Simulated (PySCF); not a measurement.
Structure problem from calculated spectra and properties.

Elements present: C, Cl, H and Si. Monoisotopic mass: 153.9772 u.

* 13C NMR: chemical shifts (computed TMS as zero) by class: 76.3 (1 C), 55.7 (1 C), 16.3 (1 C), 0.8 (1 C) ppm [GIAO PBE0/pcSseg-1]
* NMR, other nuclei: isotropic shieldings of nuclei other than C and H, by class: 479 (1 Si), 734 (1 Cl), 830 (1 Cl) ppm [GIAO PBE0/pcSseg-1]
* UV, first state: lowest singlet excitation: 5.68 eV (218 nm, f = 0.136) [TDDFT B3LYP/def2-SVPD]
* Dipole: 1.26 D [B3LYP/def2-SVPD]
* Rotational structure: rotational constants A, B, C: 1.460, 1.268, 0.707 GHz [GFN2-xTB]
* 1H NMR: chemical shifts (computed TMS as zero) by class: 3.94 (1 H), 3.73 (1 H), 3.48 (1 H), 3.06 (1 H), 2.95 (1 H), 0.95 (1 H), 0.84 (1 H), 0.55 (1 H) ppm [GIAO PBE0/pcSseg-1]
* Triplet: lowest triplet excitation (Tamm–Dancoff): 4.75 eV [TDA B3LYP/def2-SVPD]

Gas-phase values; electronic properties from PySCF, density fitting. Levels stand in brackets. Geometry: GFN2-xTB, one conformer, isolated molecule. NMR values are class means; diastereotopic atoms form classes of their own.

**Question.** Which formula fits the mass and the elements?

**Answer.** C4H8Cl2Si (calculated 153.9772). No other formula that holds each of these elements comes within 0.0003 u with a fitting electron parity and a possible valence count.

**Question.** Propose a structure and show how it fits.

**Answer.** Numbering: `[Cl:1][CH2:2][C@@H:3]([Cl:4])[C@@H:5]1[CH2:6][SiH2:7]1`. Its formula, C4H8Cl2Si, gives 1 degree of unsaturation: 1 ring and 0 π bonds in the structure found. 4 carbons fall into 4 classes; from least to most shielded: sp3 C–Cl carbon [C3] (76.3 ppm), sp3 C–Cl carbon [C2] (55.7 ppm), ring sp3 carbon bound to silicon [C5] (16.3 ppm), ring sp3 carbon bound to silicon [C6] (0.8 ppm). Hydrogen classes from least to most shielded: 1 H on an sp3 C–Cl carbon, C2 (3.94 ppm), 1 H on an sp3 C–Cl carbon, C2 (3.73 ppm), 1 H on an sp3 C–Cl carbon, C3 (3.48 ppm), 1 H on an SiH2 silicon, Si7 (3.06 ppm), 1 H on an SiH2 silicon, Si7 (2.95 ppm), 1 H on an sp3 carbon bound to silicon, C6 (0.95 ppm), 1 H on an sp3 carbon bound to silicon, C5 (0.84 ppm), 1 H on an sp3 carbon bound to silicon, C6 (0.55 ppm). The other shieldings belong to: 479 ppm, SiH2 silicon [Si7]; 734 ppm, alkyl chlorine [Cl4]; 830 ppm, alkyl chlorine [Cl1]. S1 is mainly HOMO→LUMO (weight 0.85); the largest Löwdin shares of the orbital it empties are 0.26 on the SiH2 silicon, 0.25 on an sp3 carbon bound to silicon, 0.20 on an sp3 carbon bound to silicon and 0.07 on an alkyl chlorine, of the orbital it fills 0.27 on the SiH2 silicon, 0.25 on an alkyl chlorine, 0.13 on an sp3 C–Cl carbon and 0.08 on an Si–H hydrogen. The optimised geometry has point group C1 and is an asymmetric top. Structure: `ClC[C@@H](Cl)[C@@H]1C[SiH2]1`. Computed isomers that give other values at the same levels: `ClC[SiH2]C1(Cl)CC1` (13C chemical shifts (computed TMS as zero) by class: 31.1 (1 C), 30.7 (1 C), 15.9 (2 C) ppm); `C=C[SiH2]C(C)(Cl)Cl` (13C chemical shifts (computed TMS as zero) by class: 146.3 (1 C), 139.5 (1 C), 87.7 (1 C), 37.0 (1 C) ppm); `C=C[SiH2][C@@H](Cl)CCl` (13C chemical shifts (computed TMS as zero) by class: 149.5 (1 C), 134.3 (1 C), 50.4 (1 C), 47.0 (1 C) ppm). The assignments are read from this structure; whether some other isomer fits the data as well wasn't checked. The mirror image fits equally.

Conformer computed: `[Cl:1][CH2:2][C@@H:3]([Cl:4])[C@@H:5]1[CH2:6][SiH2:7]1`: Cl1–C2–C3–Cl4 174°, C2–C3–C5–C6 168°.
